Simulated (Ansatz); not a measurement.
`[SH][Ga]([Br])[Br]` + H₂ → `[Br][GaH][Br]` + H₂S at 400 K and 1 bar (hydrogenolysis of a Ga–S bond).

Calculated with Ansatz (gas phase, PBE0-D4/def2-TZVP geometries, no zero-point term in ΔE). CCSD(T)/CBS adds triple-zeta CCSD(T) − MP2 to the extrapolated MP2 energy (def2 sets, frozen cores). This one scheme is used for every species. For Br, Ga outer-core shells are correlated without core-valence functions, which leaves a few kJ/mol of doubt a bond. Scalar relativity is left out up to krypton. One conformer a species, not always the lowest.

```csv
species,CCSD(T)/CBS energy (Eh),H − E (kJ/mol),S (J/(mol·K))
`[SH][Ga]([Br])[Br]`,-7469.10873,59.5,399.6
H₂,-1.17544,38.0,139.0
`[Br][GaH][Br]`,-7071.28437,44.7,343.0
H₂S,-398.97279,53.4,215.9
```

H − E and S are ideal-gas, rigid-rotor, harmonic terms from PBE0-D4/def2-TZVP, for one conformer and one mirror image of each species. For small species the MP2-based limit differs from directly extrapolated CCSD(T) by up to some mEh (0.8 for H₂); such offsets cancel only in part. 1 Eh = 2625.50 kJ/mol, R = 8.31446 J/(mol·K).

Task: By hand: ΔE, ΔH, ΔS and ΔG.

Result: ΔE = (-7071.28437) + (-398.97279) − (-7469.10873) − (-1.17544) = 0.02701 Eh = 70.9 kJ/mol. Δ(H − E) = 44.7 + 53.4 − 59.5 − 38.0 = 0.6, so ΔH = 71.5 kJ/mol. ΔS = 343.0 + 215.9 − 399.6 − 139.0 = 20.3 J/(mol·K). ΔG = 71.5 − 400 × (20.3)/1000 = 63.4 kJ/mol.

Task: By hand: the equilibrium constant, and the temperature at which ΔG would vanish if ΔH and ΔS stayed fixed.

Result: log₁₀ K = −ΔG/(RT ln 10) = -8.3. ΔG = 0 at ΔH/ΔS = 3522 K, far beyond where these terms or the molecules hold.

ΔH outweighs TΔS. A doubt of 5 kJ/mol in ΔE shifts log₁₀ K by 0.7 here. Other conformers and mirror images would add mixing entropy, several J/(mol·K) or more a flexible species. These are equilibria of isolated gas molecules and say nothing of rates. Largest T1 diagnostic: 0.010 (customary marks: 0.02 for closed shells, 0.045 for open ones).
